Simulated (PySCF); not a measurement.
Species: C7H6N2Se.
Geometry (PBE0-D3(BJ)/def2-SVP, Å), atoms numbered from 1 in this order:
```xyz
16
C7H6N2Se angstrom
C     -2.6404   -0.3233    0.6087
C     -2.6440    0.7031   -0.3858
C     -1.3395    0.9718   -0.7073
N     -0.5361    0.1456    0.0557
C      0.8465    0.1407   -0.0042
N      1.5176    0.9016   -0.8013
C      2.8686    0.7319   -0.6891
C      3.3270   -0.1802    0.2124
Se     1.8969   -0.9851    1.0879
C     -1.3324   -0.6458    0.8592
H     -3.5071   -0.7754    1.0865
H     -3.5164    1.1907   -0.8164
H     -0.8812    1.6684   -1.4032
H      3.5245    1.3315   -1.3245
H      4.3602   -0.4444    0.4310
H     -0.8981   -1.3744    1.5405
```

Computed with PySCF at wB97X-D/def2-SVPD, non-relativistic, on one gas-phase PBE0-D3(BJ)/def2-SVP geometry that isn't relaxed in the solvent. The solvent is an IEF-PCM continuum (Bondi radii, 1.10 Å for H, scaled by 1.2). Only the electrostatic response of the medium enters. Spin–orbit coupling is left out although an atom past zinc is present.

Gas phase at wB97X-D/def2-SVPD: HOMO -8.22 eV, LUMO 0.31 eV, dipole 1.68 D.

Question: What does the continuum do to the energy, the frontier levels and the dipole at wB97X-D/def2-SVPD in cyclohexane and acetonitrile?

Answer: 
| solvent | ε | E(solvent) − E(gas) (kcal/mol) | polarisation term (kcal/mol) | distortion of the solute (kcal/mol) | HOMO (eV) | LUMO (eV) | dipole (D) |
| --- | --- | --- | --- | --- | --- | --- | --- |
| cyclohexane | 2.017 | -2.01 | -2.13 | 0.12 | -8.21 | 0.33 | 2.02 |
| acetonitrile | 35.69 | -5.44 | -6.44 | 1.00 | -8.24 | 0.30 | 2.71 |

The polarisation term is half the interaction of the solute with the surface charges that it induces; the rest is the cost of distorting the solute's density. The sum is the electrostatic part of solvation alone. From cyclohexane to acetonitrile the lowering changes by a factor 2.71, Onsager's factor (ε − 1)/(2ε + 1) by 2.37 and ε itself by 17.7.

Question: Which radius a makes the point-dipole formula ΔE = −[(ε − 1)/(2ε + 1)]·μ²/a³ give the value in acetonitrile, with the gas-phase dipole?

Answer: μ = 0.662 au and |ΔE| = 0.00867 Eh give a = 1.53 Å; the farthest nucleus lies 4.36 Å from the centroid of the nuclei, so such a sphere wouldn't even hold the nuclei. The formula assumes a rigid point dipole at the centre of a sphere.

Question: Give the dipole vector in the frame of the coordinates (D, pointing from negative to positive charge), gas and acetonitrile.

Answer: Gas (1.15, -0.89, 0.85), solvent (1.67, -1.54, 1.48). Its length changes by +61 % and its direction by 5°.

Question: How does the static polarisability (wB97X-D/def2-SVPD, frozen core, with the continuum's full static response) change?

Answer: 
```tsv
medium	isotropic (au)	principal values (au)	⟨r²⟩ of the electrons (bohr²)
gas	121.0	70.6, 122.3, 170.1	1923.8
cyclohexane	139.0	79.4, 143.1, 194.6	1923.2
acetonitrile	173.2	102.8, 184.7, 232.0	1922.0
```

The isotropic value in acetonitrile is 1.43 times the gas-phase one; no cavity-field correction is applied. ⟨r²⟩ is taken about the centre of nuclear charge.

The run took about 2.8 min of CPU time (one thread, shared machine). This is the whole response run at wB97X-D/def2-SVPD in acetonitrile, SCF included.

Note: wB97X-D ran without an empirical dispersion term, which enters the total energy and its gradient alone.
